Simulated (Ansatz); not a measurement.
`C[Si](C)(F)Cl` + HCl → `C[Si](C)(Cl)Cl` + H–F at 700 K and 1 bar (ligand exchange at the Si–F bond).

Computed with Ansatz on PBE0-D4/def2-TZVP structures; ΔE is electronic, products minus reactants. CCSD(T)/CBS is the MP2 limit (def2-TZVPP, def2-QZVPP) plus CCSD(T) − MP2 in def2-TZVPP, frozen cores. This one scheme is used for every species.

```
         species  CCSD(T)/CBS energy (Eh)  H − E (kJ/mol)  S (J/(mol·K))
 `C[Si](C)(F)Cl`               -928.52649           288.6          477.8
             HCl               -460.38127            38.4          211.8
`C[Si](C)(Cl)Cl`              -1288.49641           287.5          484.7
             H–F               -100.39570            45.2          198.5
```

H − E and S are ideal-gas, rigid-rotor, harmonic terms from PBE0-D4/def2-TZVP. 1 Eh = 2625.50 kJ/mol, R = 8.31446 J/(mol·K).

Task: By hand: ΔE, ΔH, ΔS and ΔG.

Result: ΔE = (-1288.49641) + (-100.39570) − (-928.52649) − (-460.38127) = 0.01565 Eh = 41.1 kJ/mol. Δ(H − E) = 287.5 + 45.2 − 288.6 − 38.4 = 5.7, so ΔH = 46.8 kJ/mol. ΔS = 484.7 + 198.5 − 477.8 − 211.8 = -6.4 J/(mol·K). ΔG = 46.8 − 700 × (-6.4)/1000 = 51.3 kJ/mol.

Task: By hand: the equilibrium constant, and the temperature at which ΔG would vanish if ΔH and ΔS stayed fixed.

Result: log₁₀ K = −ΔG/(RT ln 10) = -3.8. ΔH and −TΔS have one sign here, so there is no such temperature.

The number of gas molecules stays the same, so ΔS is small and ΔH decides. A doubt of 5 kJ/mol in ΔE shifts log₁₀ K by 0.4 here. These are equilibria of isolated gas molecules and say nothing of rates. Largest T1 diagnostic: 0.010 (customary marks: 0.02 for closed shells, 0.045 for open ones).
